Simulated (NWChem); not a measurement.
Species: CH₄CdO; SMILES [CH3][Cd][OH]

```xyz
7

Cd     0.0025     0.0271     0.0000
C     -0.0235    -2.0613     0.0000
H      0.4819    -2.4485    -0.8965
H     -1.0589    -2.4323     0.0065
H      0.4928    -2.4487     0.8902
O     -0.0848     1.9973     0.0000
H      0.7828     2.4155     0.0003
```
Atoms are numbered in this order, from 1.

Results from NWChem. Medium grid unless said otherwise, to which SCAN and Minnesota functionals are sensitive. Geometry: optimised at PBE0/def2-SVP. def2 effective core potentials on Cd; no spin-orbit coupling. Hybrids' shares of exact exchange are those that their runs print; pure functionals count as 0. The functionals differ in more than this share.

| row | share of exact exchange | highest occupied level (eV) |
|---|---|---|
| PBE/def2-SVP | 0.00 | -5.70 |
| r2SCAN/def2-SVP | 0.00 | -6.01 |
| B3LYP/def2-SVP | 0.20 | -7.02 |
| M06-2X/def2-SVP | 0.54 | withheld |
| Hartree-Fock/def2-SVP | 1.00 | -10.46 |

Q: Fit a straight line of the last column on the one before it, predict the withheld value, and compare with the run.

A: 
1. Means of the 4 shown rows: x = 0.300, y = -7.298. Slope Σ(x − x̄)(y − ȳ)/Σ(x − x̄)² = -3.107/0.6800 = -4.569; intercept -5.927.
2. The shown rows scatter about the line by 0.152 (root mean square); the largest residual is +0.23, at PBE/def2-SVP.
3. At x = 0.54 (M06-2X/def2-SVP; inside the shown range) the line gives -8.39.
4. The run gives -8.79, -0.40 from the line, 2.6 times the scatter.
